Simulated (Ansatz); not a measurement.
A run for Ansatz (a program for electronic structure): R-CAM-B3LYP/def2-TZVPP on Ge2H6 (SMILES [GeH3][GeH3]).

Ansatz 0.2 input:
```yaml
crystal:
  periodic: [false, false, false]
  atoms:
    - {symbol: Ge, position_ang: [-0.00000359, -0.00000000, 1.22181016]}
    - {symbol: Ge, position_ang: [-0.00000359, 0.00000000, -1.22181016]}
    - {symbol: H, position_ang: [1.44097259, 0.00000000, 1.76178282]}
    - {symbol: H, position_ang: [-0.72048450, 1.24791942, 1.76179707]}
    - {symbol: H, position_ang: [-0.72048450, -1.24791942, 1.76179707]}
    - {symbol: H, position_ang: [1.44097259, 0.00000000, -1.76178282]}
    - {symbol: H, position_ang: [-0.72048450, 1.24791942, -1.76179707]}
    - {symbol: H, position_ang: [-0.72048450, -1.24791942, -1.76179707]}
basis:
  gaussian:
    orbitals: def2-TZVPP
hamiltonian:
  xc: {name: CAM-B3LYP}
scf: {lower_state_search: off}
```

The log:

```
WARN ansatz: RAYON_NUM_THREADS=4 ignored (pool sized by the plan → 4); use --threads N
Functional definition: CAM-B3LYP
these checks for a lower state are left out or cut short: stability, starts, cluster_reference, orbital_swaps, neighbouring_geometries, increment
integrals: 0.12 GiB planned
1132 factors; their error is unknown
integrals: 0.16 GiB planned
287 factors; integrals over basis functions are off by at most 8.5e-6 eV
mean field: 1.11 GiB planned
mean field evaluation 1: about -113139.7823 eV, gradient 2.4e1 eV
mean field evaluation 2: about -113139.8844 eV, gradient 2.3e1 eV
mean field evaluation 4: about -113140.2052 eV, gradient 2.0e-1 eV
mean field evaluation 8: about -113140.6079 eV, gradient 1.0e-2 eV
mean field evaluation 16: about -113140.6079 eV, gradient 2.7e-6 eV
mean field -113140.60790482 eV, -4157.8406510436 hartree, gradient 2.7e-6 eV, S^2 0.000000; 0 other end points of the search recorded, 0 dependent functions left out
reference -113140.60803804 eV, -4157.8406559396 hartree; 35, 35 occupied and 145, 145 virtual orbitals, 1132 factors
Total energy: -113140.60803804 eV, -4157.8406559396 hartree
Checks for a lower state left out: stability, starts, cluster_reference, orbital_swaps, neighbouring_geometries, increment
```

The run converged.

Cost: about 4 core-seconds (a rough figure).
